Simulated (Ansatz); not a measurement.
Compare A (`CB[SiH]([SiH3])Cl`) with its isomer B (`[SiH3]C([SiH3])BCl`).

Computed with Ansatz on PBE0-D4/def2-TZVP structures; ΔE is electronic, products minus reactants. CBS: MP2 limit from def2 TZ/QZ plus the TZ coupled-cluster correction, frozen cores. DFT in def2-TZVPP. B3LYP here is the variant with VWN-RPA as its local correlation; programs differ in this. Each species was taken in one conformer, which may not be the lowest.

Which isomer does CCSD(T)/CBS put lower? Give the gap. (Estimate.)

The calculation gave: B, by 10.1 kcal/mol.

Give E(B) − E(A) in kcal/mol with HF/def2-TZVPP, B2PLYP, CCSD(T)/def2-TZVPP, r2SCAN-D4, B3LYP-D4, PBE-D4, CCSD/def2-TZVPP. (Best estimate.)

The calculation gave: HF/def2-TZVPP -9.0, B2PLYP -9.6, CCSD(T)/def2-TZVPP -11.4, r2SCAN-D4 -7.9, B3LYP-D4 -8.1, PBE-D4 -5.6, CCSD/def2-TZVPP -10.7. None reverses the order clearly.

Largest T1 diagnostic: 0.012.

The D4 term adds −1.2 kcal/mol with B3LYP and −0.6 kcal/mol with PBE0; it sums over pairs of atoms, weighted by their polarisabilities, and B3LYP, whose exchange is more repulsive, gets the larger term. In def2-TZVPP, CCSD(T) changes the Hartree–Fock value by −2.4 kcal/mol (the triples alone add −0.6 kcal/mol) and MP2 by −5.3 kcal/mol.
